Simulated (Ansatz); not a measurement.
Reaction (isomerisation): `BO[SiH](O)[SiH3]` → `[SiH3]OBO[SiH3]`

Gas-phase electronic energies from Ansatz, PBE0-D4/def2-TZVP geometries. CBS: MP2 limit from def2 TZ/QZ plus the TZ coupled-cluster correction, frozen cores. Functionals use def2-TZVPP. Each species was taken in one conformer, which may not be the lowest.

| level | ΔE (kJ/mol) |
| --- | --- |
| r2SCAN | -126.6 |
| HF/def2-TZVPP | -156.0 |

What does CCSD(T)/CBS give? (Best estimate.)

The calculation gave: -128.1 kJ/mol. The listed levels differ from it by 1.5, -27.9 kJ/mol.

Largest T1 diagnostic among the species: 0.014.

In def2-TZVPP, CCSD(T) changes the Hartree–Fock value by +25.1 kJ/mol (the triples alone add +3.0 kJ/mol) and MP2 by +19.8 kJ/mol. The D4 term adds +3.5 kJ/mol with B3LYP and +1.8 kJ/mol with PBE0; it sums over pairs of atoms, weighted by their polarisabilities, and B3LYP, whose exchange is more repulsive, gets the larger term.

B3LYP here is the variant with VWN-RPA as its local correlation; programs differ in this.
